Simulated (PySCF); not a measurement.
Job file and geometry (Å, from PBE0-D3(BJ)/def2-SVP) of an NMR shielding run on `CC(C)[Si@@H]1CC[SiH2]N1`, C5H15NSi2, PySCF 2.14.0, density-fitted response routines, GIAO PBE0/pcSseg-1 NMR shielding, non-relativistic, gas phase; density fitting, a coarse starting grid and PySCF grid level 2 are the driver's defaults:

```
$ OMP_NUM_THREADS=1 python probes_run.py task.json out

{"job": {"kind": "nmr", "xc": "PBE0", "basis": "pcSseg-1"}, "charge": 0, "multiplicity": 1}
C     -2.486311     1.410098     0.564692
C     -1.658784     0.135384     0.724103
C     -1.757929    -0.776729    -0.495946
Si     0.138680     0.544729     1.153574
C      1.092617     1.412732    -0.235455
C      2.568804     0.973095    -0.163718
Si     2.615181    -0.842885     0.368585
N      1.138460    -0.884577     1.295449
H     -2.134376     2.012311    -0.290119
H     -3.548946     1.179089     0.379844
H     -2.438384     2.049737     1.460393
H     -2.044521    -0.416123     1.603546
H     -1.406607    -0.265194    -1.407688
H     -2.799559    -1.088053    -0.682086
H     -1.147335    -1.684866    -0.376595
H      0.121697     1.366130     2.413301
H      0.986657     2.509093    -0.197747
H      0.647288     1.090797    -1.193457
H      3.110625     1.162235    -1.104673
H      3.095692     1.545953     0.619285
H      2.605256    -1.789469    -0.796634
H      3.828206    -1.176333     1.183024
H      0.891175    -1.664907     1.893376
```

Problem. Write the output of this run.

Solution. 
```
coarse grid: 19040 points
cycle   1  E = -832.6270731547  dE =  5.368e-01  |g| = 6.117e-01  |ddm| = 4.192e+00
cycle   2  E = -832.5611471696  dE =  6.593e-02  |g| = 8.080e-01  |ddm| = 1.249e+00
cycle   3  E = -832.7167909790  dE = -1.556e-01  |g| = 7.725e-02  |ddm| = 8.063e-01
cycle   4  E = -832.7178572347  dE = -1.066e-03  |g| = 3.813e-02  |ddm| = 1.078e-01
cycle   5  E = -832.7181934930  dE = -3.363e-04  |g| = 6.819e-03  |ddm| = 3.772e-02
cycle   6  E = -832.7182034506  dE = -9.958e-06  |g| = 1.997e-03  |ddm| = 8.805e-03
final grid: 171464 points
cycle   7  E = -832.7626822261  dE = -3.255e-05  |g| = 9.784e-03  |ddm| = 2.803e-02
cycle   8  E = -832.7626654086  dE =  1.682e-05  |g| = 1.280e-02  |ddm| = 2.019e-02
cycle   9  E = -832.7627065864  dE = -4.118e-05  |g| = 6.715e-04  |ddm| = 1.163e-02
cycle  10  E = -832.7627066593  dE = -7.289e-08  |g| = 3.405e-04  |ddm| = 8.657e-04
cycle  11  E = -832.7627066843  dE = -2.505e-08  |g| = 4.936e-05  |ddm| = 3.209e-04
cycle  12  E = -832.7627066848  dE = -4.743e-10  |g| = 2.118e-05  |ddm| = 6.664e-05
converged SCF energy = -832.7627066848

GIAO shielding tensors (ppm)
atom      isotropic    diamagn.    paramagn.     s11        s22        s33       span
  0 C      167.524     246.519     -78.995    156.493    159.308    186.771     30.278
  1 C      168.179     253.813     -85.634    162.877    169.844    171.818      8.941
  2 C      167.708     249.397     -81.689    157.950    160.369    184.806     26.856
  3 Si     342.926     881.958    -539.033    295.196    355.076    378.505     83.309
  4 C      181.619     256.819     -75.200    172.863    176.444    195.549     22.686
  5 C      178.162     251.018     -72.857    166.281    175.418    192.785     26.504
  6 Si     372.015     879.262    -507.247    327.854    357.558    430.633    102.779
  7 N      248.012     326.515     -78.503    223.120    234.960    285.957     62.837
  8 H       30.761      30.675       0.086     26.073     30.306     35.905      9.831
  9 H       30.137      28.434       1.703     25.560     27.320     37.532     11.972
 10 H       30.094      29.088       1.006     25.367     27.870     37.046     11.679
 11 H       30.456      32.718      -2.262     26.709     28.370     36.288      9.578
 12 H       30.679      32.981      -2.302     26.341     30.183     35.512      9.170
 13 H       30.236      30.569      -0.333     25.585     27.469     37.653     12.068
 14 H       29.904      32.546      -2.642     24.353     29.878     35.480     11.127
 15 H       26.445      30.495      -4.050     22.585     24.853     31.897      9.312
 16 H       30.408      31.877      -1.470     24.200     29.050     37.972     13.772
 17 H       30.609      35.165      -4.556     25.229     29.807     36.793     11.564
 18 H       30.223      28.730       1.493     24.757     27.354     38.560     13.803
 19 H       30.329      28.761       1.568     25.460     27.433     38.093     12.633
 20 H       26.416      29.000      -2.585     22.799     24.015     32.433      9.633
 21 H       26.360      27.382      -1.022     22.925     23.622     32.531      9.606
 22 H       31.503      32.394      -0.891     22.783     27.857     43.870     21.087
```

Problem. Turn these shieldings into chemical shifts. Referencing at the same level of theory: 13C (σ = 184.41 ppm) and 29Si (σ = 351.99 ppm) and 1H (σ = 31.27 ppm) against TMS; 15N (σ = 265.67 ppm) vs NH3.

Solution. Averaging equivalent atoms: C 0: 16.9; C 2: 16.7; C 1: 16.2; C 5: 6.2; C 4: 2.8; Si 3: 9.1; Si 6: -20.0; N 7: 17.7; H 21: 4.91; H 20: 4.85; H 15: 4.82; H 18: 1.04; H 12/13/14: 0.99; H 19: 0.94; H 8/9/10: 0.94; H 16: 0.86; H 11: 0.81; H 17: 0.66; H 22: -0.24 ppm. Experimental scales use liquid or dissolved standards, which lie at an offset from isolated NH3 (liquid NH3: subtract about 20 ppm).

Size and cost of the density-fitted run: 225 basis functions, 100 s wall time on 1 thread of an Arm Neoverse N1, shared host; peak memory 1 GiB.
